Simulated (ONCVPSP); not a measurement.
Which change was made? (Ni, ONCV)

nickel (Ni), optimised norm-conserving Vanderbilt (ONCV), made with ONCVPSP 4.0.1 (LDA (Perdew-Wang 92), scalar-relativistic). Core [Ne] 3s2, reference 3p6 3d8 4s1 (charge +1). Waves: 4s: rc 1.80 bohr, ncon 4, nbas 8, qcut 3.5 1/bohr, 3 projectors, debl 3.3 Ha; 3p: rc 1.10 bohr, ncon 4, nbas 8, qcut 12.9 1/bohr, 1 projector; 3d: rc 1.55 bohr, ncon 5, nbas 10, qcut 11 1/bohr, 3 projectors, debl 2 Ha. Local part: polynomial inside 0.95 bohr (lpopt 5, dvloc0 0 Ha). Core correction: none.

Cutoffs, loose and tight: the cutoffs (Ha) at which the residual kinetic energy of the hardest occupied pseudo-wave falls to 1 and 0.1 mHa per electron. They do not see the model core or the augmentation charge, which bear on the density cutoff. Test errors are all-electron minus pseudo excitation energies from the reference, over the configurations 3p6 3d8 4s2; 3p6 3d8 4s0; 3p6 3d7 4s0; 3p6 3d9 4s0; variants that change the core or the reference have their own tests. The largest error is taken over the tests solved by every variant that gives reliable tests at all, those not shown here included: 3p6 3d8 4s0; 3p6 3d8 4s2; 3p6 3d9 4s0.

The base gives: outcome: generated; cutoff, loose: 48 Ha; cutoff, tight: 54 Ha; bound ghosts: none; GHOST(+) flags above zero: s; largest test error (meV): -23.

**Question.** After one change the result is: outcome: generated; cutoff, loose: 149 Ha; cutoff, tight: 166 Ha; bound ghosts: s, d; GHOST(+) flags above zero: s, d; largest test error (meV): +46. Which change was it?
A. s: qcut 4.7; p: qcut 17.5; d: qcut 14.9
B. s: qcut 4.2; p: qcut 15.4; d: qcut 13.1
C. s: qcut 2.3; p: qcut 8.3; d: qcut 7.1
D. s: qcut 2.8; p: qcut 10.4; d: qcut 8.8

**Answer.** C. The others give: s: qcut 4.7; p: qcut 17.5; d: qcut 14.9 → outcome: generated; cutoff, loose: 78 Ha; cutoff, tight: 100 Ha; bound ghosts: s; GHOST(+) flags above zero: none; largest test error (meV): -41 | s: qcut 4.2; p: qcut 15.4; d: qcut 13.1 → outcome: generated; cutoff, loose: 57 Ha; cutoff, tight: 65 Ha; bound ghosts: none; GHOST(+) flags above zero: s; largest test error (meV): -37 | s: qcut 2.8; p: qcut 10.4; d: qcut 8.8 → outcome: generated; cutoff, loose: 41 Ha; cutoff, tight: 140 Ha; bound ghosts: none; GHOST(+) flags above zero: s; largest test error (meV): +7.0.
